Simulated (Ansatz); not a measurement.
CH2F (SMILES [CH2]F), charge 0, multiplicity 2, relaxed at each level with Ansatz (a first-principles code); harmonic frequencies from differences of analytic forces, average atomic masses, frozen cores. Open shells are unrestricted.

| level | C1–F2 (Å) | C1–H3 (Å) | C1–H4 (Å) | F2–C1–H3 (°) | F2–C1–H4 (°) | H3–C1–H4 (°) | dipole (D) |
|---|---|---|---|---|---|---|---|
| HF/def2-TZVPP | 1.3226 | 1.0720 | 1.0720 | 114.2 | 114.2 | 122.2 | 1.58 |
| PBE/def2-TZVPP | 1.3461 | 1.0885 | 1.0885 | 115.1 | 115.1 | 125.2 | 1.20 |
| r2SCAN/def2-TZVPP | 1.3402 | 1.0810 | 1.0810 | 115.0 | 115.0 | 125.2 | 1.29 |
| B3LYP/def2-TZVPP | 1.3399 | 1.0795 | 1.0795 | 115.0 | 115.0 | 125.0 | 1.33 |
| PBE0/def2-TZVPP | 1.3305 | 1.0811 | 1.0811 | 115.1 | 115.1 | 124.7 | 1.29 |
| wB97X-V/def2-TZVPP | 1.3377 | 1.0824 | 1.0824 | 114.8 | 114.8 | 124.8 | 1.33 |
| MP2/cc-pVTZ | 1.3369 | 1.0762 | 1.0762 | 114.6 | 114.6 | 123.4 | 1.37 |
| CCSD(T)/cc-pVDZ | 1.3476 | 1.0967 | 1.0967 | 114.7 | 114.7 | 122.4 | 1.35 |
| CCSD(T)/cc-pVTZ | 1.3386 | 1.0799 | 1.0799 | 114.8 | 114.8 | 123.8 | 1.34 |
